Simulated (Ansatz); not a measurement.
## Abstraction of Cl: SiH2(CH3)Cl + InH2 → SiH2(CH3) + InH2Cl

Species: SiH2(CH3)Cl ((chlorosilyl)methane), singlet; InH2 `[InH2]`, doublet; SiH2(CH3), doublet; InH2Cl `[Cl][InH2]`, singlet. A radical takes Cl: the energy is the difference in strength between the Si–Cl bond broken and the In–Cl bond made.

Shapes, held fixed at every level: PBE0-D4/def2-TZVP. Programs: Ansatz 0.2.0. The zero-point and thermal change to 298 K, harmonic and unscaled (PBE0-D4/def2-TZVP), is -0.2 kJ/mol.

**Question.** Estimate ΔH(298 K) of this reaction.

**Answer.** The highest level, CCSD(T)/def2-TZVPP, gives ΔH(298 K) = +53.9 kJ/mol; the levels span +44.3 to +63.4. The column of differences is taken from that level and isn't an error. No measured value is set beside it here. Open shells run unrestricted. For atoms past krypton def2 sets carry core potentials with scalar relativity. Outer-core shells of In are correlated, in sets that cover them unevenly.

```
             level                    kind  ΔH(298 K) (kJ/mol)  less CCSD(T)/def2-TZVPP
    MP2/def2-TZVPP     perturbation theory               +54.5                     +0.6
       HF/def2-SVP            Hartree–Fock               +44.3                     -9.6
  SPW92/def2-TZVPP                     LDA               +56.9                     +3.0
 PBE-D4/def2-TZVPP                     GGA               +52.7                     -1.2
wB97M-V/def2-TZVPP  range-separated hybrid               +63.4                     +9.5
wB97X-V/def2-TZVPP  range-separated hybrid               +54.5                     +0.6
  CCSD(T)/def2-SVP   coupled cluster or CI               +47.2                     -6.7
CCSD(T)/def2-TZVPP   coupled cluster or CI               +53.9                      0.0
```
